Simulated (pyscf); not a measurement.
F–SiH(F)–F, singlet

Gas-phase minimum from PySCF at ωB97X-D3(BJ)/def2-SVP, one conformer. 

SMILES: F[SiH](F)F
```xyz
5

F      0.2079     0.2371     0.4748
Si    -1.1787    -0.5077     0.1750
F     -0.8661    -1.7950    -0.7268
F     -2.1006     0.4842    -0.6816
H     -1.8434    -0.8917     1.4221
```
Charge 0, spin multiplicity 1.

Bonds (Å): F1–Si2 1.602, Si2–F3 1.602, Si2–F4 1.602, Si2–H5 1.464. Bond angles (°): F1–Si2–F3 108.1, F1–Si2–F4 108.1, F1–Si2–H5 110.8, F3–Si2–F4 108.0, F3–Si2–H5 110.9, F4–Si2–H5 110.9.

Properties at ωB97X-D3(BJ)/def2-SVP:

```
Quantity                                                                                                                                                             Value
---------------------------------------------------------------------------------------------------------------------  ---------------------------------------------------
Harmonic wavenumbers, unscaled                                                                                         293, 294, 409, 843, 844, 851, 1013, 1013, 2410 cm⁻¹
Zero-point energy                                                                                                                                            11.4 kcal/mol
Rotational symmetry number                                                                                                                                               3
Entropy of this conformer at 298 K and 1 atm, rigid rotor and harmonic oscillator, modes under 100 cm⁻¹ raised to 100                                      278.6 J/(mol K)
Dipole moment                                                                                                                                                       1.48 D
```

Single-point totals, which compare only within one level (frozen core for MP2 and CC):

```
level                   total energy (hartree)
----------------------  ----------------------
ωB97X-D3(BJ)/def2-TZVP              -590.00858
PBE/def2-TZVP                       -589.53842
r²SCAN/def2-TZVP                    -589.82976
B3LYP-D3(BJ)/def2-TZVP              -590.00134
PBE0-D3(BJ)/def2-TZVP               -589.56697
M06-2X/def2-TZVP                    -589.85956
ωB97M-D3(BJ)/def2-TZVP              -590.06754
HF/def2-TZVPP                       -588.19491
MP2/def2-TZVPP                      -589.06139
CCSD/def2-TZVPP                     -589.06773
CCSD(T)/def2-TZVPP                  -589.09204
```

The CCSD(T) − MP2 part came from Ansatz, without density fitting, on the same reference.
